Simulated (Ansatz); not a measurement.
```yaml
crystal:
  periodic: [false, false, false]
  atoms:
    - {symbol: P, position_ang: [0.635911, 1.085330, -0.148543]}
    - {symbol: Se, position_ang: [-0.927837, -0.059483, 0.993585]}
    - {symbol: Se, position_ang: [0.291926, -1.025858, -0.845042]}
basis:
  gaussian: {orbitals: def2-TZVP}
magnetization: {spin_polarized: true, initial_magnetization: 3}
hamiltonian: {xc: {name: revPBE}, dispersion: d3bjatm}
output: {forces: true}
```

```sh
$ ansatz run in.yaml --threads 4 --pin off --events-out ev --progress --plain --max-ram 3916MiB
```

Output, abridged:

```
Functional definition: revPBE
1044 factors; their error is unknown
mean field evaluation 1: about -139973.9469 eV, gradient 1.3e1 eV
mean field evaluation 2: about -139973.1438 eV, gradient 1.6e1 eV
mean field evaluation 4: about -139974.5566 eV, gradient 2.3e0 eV
mean field evaluation 8: about -139974.5910 eV, gradient 2.6e-2 eV
mean field evaluation 16: about -139974.5343 eV, gradient 6.5e-5 eV
mean field evaluation 32: about -139974.5343 eV, gradient 5.6e-3 eV
mean field -139974.53428332 eV, -5143.9692567651 hartree, gradient 6.5e-5 eV, S^2 3.757706; 2 other end points of the search recorded, 0 dependent functions left out
reference -139974.53431928 eV, -5143.9692580863 hartree; 43, 40 occupied and 90, 93 virtual orbitals, 1044 factors
Total energy: -139974.79851542 eV, -5143.9789671154 hartree
Atom 0 at     0.635911     1.085330    -0.148543 Å, force     0.017145     0.028833    -0.004223 eV/Å
Atom 1 at    -0.927837    -0.059483     0.993585 Å, force    -1.703237     1.327872     2.556418 eV/Å
Atom 2 at     0.291926    -1.025858    -0.845042 Å, force     1.686093    -1.356705    -2.552195 eV/Å
Dipole moment:    -0.009716    -0.016585     0.002269 e Å
```

It took 3.6 s on 4 threads of Arm Neoverse V2 on a shared host.
